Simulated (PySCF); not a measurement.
Job for PySCF: R-MP2/6-31G* on CH5BO2 (SMILES CB(O)O), a point of a torsion scan.

```python
from pyscf import gto, scf, dft, mp
from pyscf.data.elements import chemcore

mol = gto.M(
    atom='''
    C    -0.63293223   -0.64276340   -0.92102963
    B     0.58716995   -0.00414867   -0.10879936
    O     1.21108623    1.11236458   -0.57729182
    O     0.90898427   -0.42267275    1.14376552
    H    -0.74214199   -1.71570932   -0.78037718
    H    -0.57010755   -0.44587807   -1.98635743
    H    -1.54616495   -0.17248235   -0.56072313
    H     1.21444811    1.87791223   -0.01071599
    H     0.46595527   -1.20822840    1.45998823
    ''',
    basis='6-31g*',
    cart=True,
    charge=0, spin=0, verbose=3, max_memory=1800)
mf = scf.RHF(mol)
mf.conv_tol = 1e-8
mf.max_cycle = 100
mf.kernel()
if not mf.converged:
    mf = mf.newton().run(mf.mo_coeff, mf.mo_occ)
pt = mp.MP2(mf, frozen=chemcore(mol)).run()
```

Program output:

```
converged SCF energy = -215.290927972032
E(RMP2) = -215.852286039014  E_corr = -0.56135806698128
E(SCS-RMP2) = -215.839142537304  E_corr = -0.548214565272002
```

The calculation finished and met its thresholds.

Cost: roughly 0.5 core-seconds.
